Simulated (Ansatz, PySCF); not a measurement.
Complex: CH4O (SMILES CO) (first 6 atoms) with C2H3N (SMILES CC#N); geometry from B3LYP-D3(BJ)/def2-TZVP, rigid monomers moved along the line of their centres of mass till H6···N9 is 2.83 Å.
(charge 0, multiplicity 1):
```xyz
12

C     -0.581     0.187    -0.744
O      0.253    -0.739    -0.077
H     -1.634     0.086    -0.451
H     -0.506    -0.014    -1.813
H     -0.274     1.226    -0.569
H      0.193    -0.565     0.873
C     -0.291     0.573     6.164
C     -0.181     0.293     4.743
N     -0.094     0.070     3.620
H     -0.491     1.633     6.322
H     -1.106    -0.008     6.598
H      0.638     0.310     6.669
```

Counterpoise-corrected where a basis set is named; no monomer relaxation.

Cores are frozen in the correlated methods.

Codes used: Ansatz (Gaussian basis) for Hartree–Fock, density functionals and correlated methods; PySCF for the dispersion terms. Each number belongs to the level named beside it.

PBE/def2-TZVPPD gives -127.6 meV for the interaction energy.

Task: Where do these levels fall relative to PBE: PBE-D3(BJ)/def2-TZVPPD, r2SCAN/def2-TZVPPD, B3LYP/def2-TZVPPD, wB97M-V/def2-TZVPPD, MP2/aug-cc-pVDZ, CCSD(T)/aug-cc-pVDZ.

Result: PBE-D3(BJ)/def2-TZVPPD -14.2; r2SCAN/def2-TZVPPD 3.2; B3LYP/def2-TZVPPD 12.8; wB97M-V/def2-TZVPPD -4.5; MP2/aug-cc-pVDZ -6.6; CCSD(T)/aug-cc-pVDZ -4.2 meV. 2 of 6 lie above PBE; the widest gap is to PBE-D3(BJ)/def2-TZVPPD.

Ansatz is an electronic-structure program.
